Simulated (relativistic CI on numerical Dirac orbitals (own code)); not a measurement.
**Eu16+: q coefficients and field-shift factors**

Computed by Dirac-Coulomb-Breit CI, orbitals from a KLI potential per configuration, derivatives by finite differences, unscaled Slater integrals, QED left out (own radial code, finite nucleus).

Configurations in the expansion (outside the closed core [Kr]): 4d10 4f, 4d10 5s, 4d10 5p, 4d9 4f2, 4d10 5d, 4d9 5s2, 4d10 5f, 4d9 5s 5p. Levels of other configurations are missing.

With x = (α/α₀)² − 1 an excitation energy changes as ω = ω₀ + qx; K = 2q/ω₀ is the relative enhancement. Terms are leading LS components, so labels can repeat. The field-shift factor is F = δν/δ⟨r²⟩ for the transition from the lowest level.

Lowest level 4d10 4f 2F°_5/2.

```tsv
Level	ω₀ (cm⁻¹)	q (cm⁻¹)	K	F (GHz/fm²)
4d10 4f 2F°_7/2	7370	6753	1.83	0.229
4d10 5s 2S_1/2	129474	-150100	-2.32	155
4d10 5p 2P°_1/2	349879	-128900	-0.737	12.1
4d10 5p 2P°_3/2	421965	-46540	-0.221	7.03
4d10 5d 2D_3/2	774697	-39680	-0.102	7.99
4d10 5d 2D_5/2	788263	-25850	-0.0656	8.16
4d9 4f2 4F_3/2	1065954	-1455	-0.00273	8.81
4d9 4f2 4F_5/2	1068454	-687.5	-0.00129	8.85
4d9 4f2 4F_7/2	1073061	2595	0.00484	8.96
4d9 4f2 4F_9/2	1080229	7631	0.0141	9.11
4d9 4f2 4D_7/2	1091049	-2739	-0.00502	8.95
4d9 4f2 4D_5/2	1096265	1831	0.00334	9.06
4d9 4f2 4D_7/2	1097095	2581	0.00471	9.11
4d9 4f2 4G_5/2	1097159	1015	0.00185	9.03
4d9 4f2 4K_17/2	1098652	3804	0.00693	9.2
4d9 4f2 4K_15/2	1098985	457.8	0.000833	9.07
4d9 4f2 4G_9/2	1100232	-63.92	-0.000116	9.03
4d9 4f2 4D_3/2	1100690	5900	0.0107	9.13
4d9 4f2 4K_13/2	1100870	-3224	-0.00586	8.95
4d9 4f2 4G_11/2	1101590	1647	0.00299	9.13
4d9 4f2 4D_1/2	1105384	11180	0.0202	9.24
4d9 4f2 2F_7/2	1107707	5308	0.00958	9.24
4d9 4f2 4H_13/2	1108584	1659	0.00299	9.18
```

At this charge transitions that keep the count of f electrons are usually good to a few per cent. Terms inside the open d or f shell come out 10 to 20 % too wide with unscaled integrals. Levels that differ in their count of f electrons can be misplaced by several ten thousand cm⁻¹, since the correlation energy of f electrons is missing or only estimated; rates across such gaps can be off by orders of magnitude.
